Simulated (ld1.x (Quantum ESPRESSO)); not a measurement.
The numbers below are computed, except where a source is named.
## Pseudopotentials across the periodic table

Generated with ld1.x 7.5 (TM, RRKJ, ultrasoft, PAW), atompaw 4.2 or ONCVPSP 4.0.1. The cutoff is in Ry: for ld1.x and atompaw files where the sum of valence levels is converged to 10 mRy in a Bessel basis, for ONCV files where the hardest occupied wave has 1 mHa per electron of residual kinetic energy. The error is the largest all-electron minus pseudo excitation energy over each file’s own four to seven test configurations (ionisations up to +4, promotions, holes and added fractions of an electron), all of which were solved. The labels leave out finer settings (local radius, basis sizes, second energies), which also bear on the numbers. Spin-polarised tests are not counted. The rows are a selection from randomly drawn settings: files with unsolved tests, undetermined cutoffs or missed reference levels are left out.

A true bound ghost makes a file unfit for plane-wave use even where its test errors are small: the radial tests pick states by their node count and pass the ghost by.

| element | potential | cutoff (Ry) | largest error (meV) | bound ghosts |
| --- | --- | --- | --- | --- |
| Cd | TM, LDA (PZ), scalar-relativistic, rc 2.06/2.06/1.64/2.06 (spdf), local s, core correction yes, reference 4d10 5s0.5 5p0 | 70 | -939 | none |
| Te | TM, PBEsol, scalar-relativistic, rc 2.46/2.12/2.60 (spd), local s, core correction no, reference 5s1.75 5p4.25 | 18 | -5.3 | none |
| Au | TM, PBE, non-relativistic, rc 1.95/2.70/1.80 (spd), local smoothed, core correction no, reference 5d9 6s0 6p0 | 45 | -218 | s, p |

(1) Fill in the row for Cl: RRKJ, PBEsol, scalar-relativistic, rc 1.30/1.40 (sp), local smoothed, core correction yes, reference 3s2 3p3.5.

(2) Fill in the row for Mo: TM semilocal, PBEsol, scalar-relativistic, rc 2.55/2.75/2.30 (spd), local s, core correction yes, reference 4d5 5s0 5p1.

(3) Fill in the row for Ga: PAW, LDA (PZ), scalar-relativistic, rc 1.10/1.00/0.80 (spd), local smoothed, core correction yes, reference 3s2 3p6 3d10 4s2 4p0.5.

## Answers

(1) cutoff 70 Ry, largest error +151 meV, bound ghosts: none.

(2) cutoff 35 Ry, largest error -407 meV, bound ghosts: none.

(3) cutoff 260 Ry, largest error -34 meV, bound ghosts: none.
